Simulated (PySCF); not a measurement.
Correlation energy of Tl (thallium, neutral)

[Xe] 4f14 5d10 6s1 6p2, high-spin 4P determinant (an excited configuration). Computed with PySCF 2.14 in x2c-TZVPPall (11s7p6d3f, 83 functions), with scalar relativity by spin-free X2C-1e. Frozen: [Kr] 4d10 4f14; 21 electrons correlated.

MP2 pair energies summed by pair of shells (mhartree):

```
 pair   energy  share (%)
5d-5d  -226.82       52.8
5p-5d   -75.77       17.6
5d-6p   -34.78        8.1
5d-6s   -30.44        7.1
5p-5p   -21.20        4.9
5s-5d   -15.07        3.5
5s-5p    -9.64        2.2
5p-6s    -4.03        0.9
6p-6p    -3.15        0.7
6s-6p    -3.10        0.7
5p-6p    -3.00        0.7
5s-5s    -2.01        0.5
5s-6s    -0.36        0.1
5s-6p    -0.25        0.1
```

Total MP2 correlation energy: -429.63 mhartree.

Same-spin part -160.20 and opposite-spin part -269.43 mhartree; SCS-MP2 scales them by 1/3 and 6/5 to -376.72 mhartree.

This basis was not built for core-valence correlation, so the inner-shell part is incomplete.

Spin-orbit coupling is strong in this species, so the high-spin LS determinant is a model state.
